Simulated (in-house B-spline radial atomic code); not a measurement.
A calculation on B II (B+): its settings, and results tabulated from the run. Level of theory: non-relativistic PBE, spin-polarised, spherical fractional occupations, point nucleus, inside a hard spherical wall at 3.91 bohr; calculated with an all-electron radial atomic-structure program (B-spline basis).

Command:
```bash
python run_scf.py task.json out
```
Settings:
```
Z                5
configuration    [He] 2s1 2p1
hamiltonian      nr
method           pbe,pbe
spin_polarised   True
wall_radius      3.91
```

Output (hartree, bohr):
```
 radial grid: 33 intervals, B-splines of order 8, outer radius 3.91 bohr

 iter        energy (Eh)    residual
    1         -23.859655    1.15e-01
    2         -24.080574    1.90e-02
    3         -24.085273    7.98e-03
    4         -24.086101    3.33e-03
    5         -24.086275    5.65e-04
    6         -24.086280    1.57e-05
    7         -24.086280    2.39e-07
    8         -24.086280    9.80e-09

 total energy                       -24.08628
 kinetic                              24.3760
 electron-nucleus                    -54.7017
 Hartree                               9.8869
 exchange-correlation                 -3.6475

 orbital      occ     eigenvalue          <r>       <r^2>       <1/r>     <1/r^3>     <1/r^2>       r_max
 1s up      1.000        -7.0433     0.329642    0.147747     4.65292           -     44.4024      0.2104
 1s down    1.000        -7.0003     0.328866    0.146831     4.65869           -     44.4778      0.2104
 2s up      1.000        -0.7102      1.64228     3.08757    0.854975           -     3.00578       1.426
 2p up      1.000        -0.4692      1.59818     2.98293    0.773759     1.34477     0.81056       1.362

 Slater integrals (Eh)
   F0(2s up,2s up)               0.547117
   F0(2s up,2p up)               0.553184
   G1(2s up,2p up)               0.351942
   F0(2p up,2p up)               0.563123
   F2(2p up,2p up)               0.274302
```

Run time, properties included: 0.04 s on 1 thread of Arm Neoverse V1 (shared host).
